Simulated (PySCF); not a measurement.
Species: `C/C(CC#N)=C(\C#N)C(F)(F)F`. The columns A, B, C and D hold Mulliken, IAO, Hirshfeld and ESP-fitted charges (e) of one PBE0/pcSseg-1 density (PySCF), in a shuffled order. Coordinates in Å (GFN2-xTB); the density's dipole moment is (0.78, 1.78, 3.86) D.

```csv
atom,x,y,z,A,B,C,D
C1,0.917,1.679,-0.085,-0.114,-0.433,-0.105,-0.616
C2,0.214,0.389,0.158,-0.278,+0.115,+0.067,+0.422
C3,0.877,-0.522,1.153,-0.108,-0.306,-0.040,-0.496
C4,2.050,-1.109,0.539,+0.072,+0.140,+0.088,+0.452
N5,2.979,-1.551,0.045,-0.226,-0.223,-0.208,-0.462
C6,-0.916,0.063,-0.496,-0.277,-0.123,-0.029,-0.435
C7,-1.516,0.932,-1.438,+0.128,+0.133,+0.069,+0.491
N8,-2.008,1.634,-2.197,-0.217,-0.208,-0.191,-0.452
C9,-1.657,-1.232,-0.270,+0.936,+0.806,+0.267,+0.612
F10,-2.100,-1.341,1.001,-0.272,-0.283,-0.090,-0.200
F11,-2.724,-1.362,-1.056,-0.242,-0.257,-0.071,-0.157
F12,-0.883,-2.311,-0.481,-0.263,-0.276,-0.081,-0.180
H13,1.959,1.487,-0.342,+0.165,+0.177,+0.062,+0.206
H14,0.910,2.281,0.825,+0.151,+0.170,+0.064,+0.192
H15,0.450,2.249,-0.884,+0.162,+0.175,+0.056,+0.202
H16,0.231,-1.330,1.500,+0.196,+0.199,+0.059,+0.209
H17,1.210,0.057,2.020,+0.188,+0.194,+0.081,+0.211
```

Q: Which column most likely holds the ESP-fitted charges?

A: D. Σ q r misses the density's dipole by 0.04 D (D), 1.57 D (C), 1.77 D (B), 1.81 D (A). Charges fitted to the outside potential are the only set here that is tied to the molecule's multipoles.

Q: And the Hirshfeld charges?

A: C. The mean sizes are 0.096 e (C), 0.235 e (A), 0.248 e (B), 0.353 e (D), and Hirshfeld charges are commonly the smallest of these schemes.

As computed, A = Mulliken, B = IAO, C = Hirshfeld, D = ESP-fitted. Hydrogens on carbon: Mulliken +0.15 to +0.20, IAO +0.17 to +0.20, Hirshfeld +0.06 to +0.08, ESP-fitted +0.19 to +0.21 e.

The IAO scheme counts the electrons in orthogonalised intrinsic atomic orbitals, a minimal basis polarised so that it spans the occupied orbitals exactly. The ESP scheme fits charges at the nuclei, held to the total charge, to the electrostatic potential on points at 1.4 to 2.0 times the van der Waals radii.

One conformer (not necessarily the lowest) at the GFN2-xTB geometry, without solvent, vibrations or thermal averaging.

The run behind these numbers computed NMR shieldings as well. Rough CPU time on one thread of a shared machine: about 2.7 min (grids of density and orbitals included).

Conformer computed: `[CH3:1]/[C:2]([CH2:3][C:4]#[N:5])=[C:6](\[C:7]#[N:8])[C:9]([F:10])([F:11])[F:12]`: C1–C2–C3–C4 -74°, C2–C6–C9–F10 62°.
